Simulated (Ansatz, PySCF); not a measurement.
CdCl$_{2}$, charge +1, doublet, at a GFN2-xTB geometry (such geometries of metal compounds can be far from the true shape) (a state made from the parent by changing its charge; the spin is typed, not shown lowest) (core potentials on Cd). Base run: B97M-V/def2-TZVP (PySCF).

Input for PySCF:
```python
from pyscf import gto, scf, dft

mol = gto.M(
    atom='''
Cd   -0.45611652    0.20968775   -0.35721888
Cl    1.81680333    0.05012491   -0.79008748
Cl   -0.52894491   -0.64218445    1.79870550
''',
    basis='def2-tzvp',
    ecp={'Cd': 'def2-tzvp'},
    charge=1,
    spin=1,
    verbose=3,
)

mf = dft.UKS(mol)
mf.xc = 'b97m_v'
mf.kernel()
```

The same geometry, method and basis name were run in Ansatz (an electronic-structure program) and PySCF, at each program's defaults and at the settings that a row names. The base is PySCF at its defaults. Differences at the defaults can come from grids, fitting, cores and function types together.

```json
[
 {"code and settings": "PySCF, defaults (exact integrals, its default grid, spherical functions)", "ΔE vs base (mEh)": "0.000", "basis functions": "114", "E (Eh)": "-1087.62655", "SCF cycles": "15"},
 {"code and settings": "Ansatz, defaults (factorised integrals, its default grid, spherical functions)", "ΔE vs base (mEh)": "0.005", "basis functions": "114", "E (Eh)": "-1087.62654", "SCF cycles": "-"},
 {"code and settings": "PySCF, density fitting with def2-universal-jkfit", "ΔE vs base (mEh)": "-0.119", "basis functions": "114", "E (Eh)": "-1087.62667", "SCF cycles": "15"},
 {"code and settings": "PySCF, fine grid", "ΔE vs base (mEh)": "0.013", "basis functions": "114", "E (Eh)": "-1087.62654", "SCF cycles": "17"},
 {"code and settings": "Ansatz, high accuracy", "ΔE vs base (mEh)": "0.005", "basis functions": "114", "E (Eh)": "-1087.62654", "SCF cycles": "-"}
]
```

Open shells are given as the SCF converged; they aren't shown to be the lowest states, and a large step between rows can be another state.
